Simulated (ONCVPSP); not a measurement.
# An all-electron radial function and its pseudo partner (lanthanum)

Columns: radius, all-electron u(r) and pseudo u(r) of the 5d shell (level -3.09 eV) of lanthanum in the configuration [Kr] 4d10 5s2 5p6 5d1 6s2; PBE, scalar-relativistic, ONCV scheme, ONCVPSP 4.0.1.

```csv
r (bohr),all-electron,pseudo
0.192,0.1655,0.0021
0.385,-0.1348,0.0161
0.578,-0.2763,0.0510
0.770,-0.1783,0.1098
0.962,0.0127,0.1903
1.155,0.2057,0.2853
1.348,0.3643,0.3836
1.540,0.4796,0.4734
1.732,0.5552,0.5462
1.925,0.5984,0.5968
2.118,0.6166,0.6234
2.310,0.6167,0.6287
2.502,0.6047,0.6174
2.695,0.5847,0.5950
2.888,0.5598,0.5665
3.080,0.5325,0.5358
3.272,0.5039,0.5050
3.465,0.4750,0.4750
3.658,0.4462,0.4461
3.850,0.4183,0.4181
4.043,0.3909,0.3908
4.235,0.3646,0.3645
4.428,0.3392,0.3391
4.620,0.3151,0.3149
4.812,0.2920,0.2919
5.005,0.2701,0.2700
```

Task: How many radial nodes do the two functions have?

Result: The all-electron 5d function has n − l − 1 = 2; the pseudo-wave has 0, since the states of the same l below it are removed with the core.

Task: At about which radius was the pseudo-wave matched?

Result: 3.85 bohr. The columns agree to 0.0005 from 3.46 bohr on; several derivatives are matched, so the curves merge somewhat inside the radius.

Task: Is the pseudo-wave norm-conserving?

Result: Yes: the ONCV scheme keeps the norm inside the radius equal to the all-electron one, which fixes the energy derivative of the logarithmic derivative at the level.
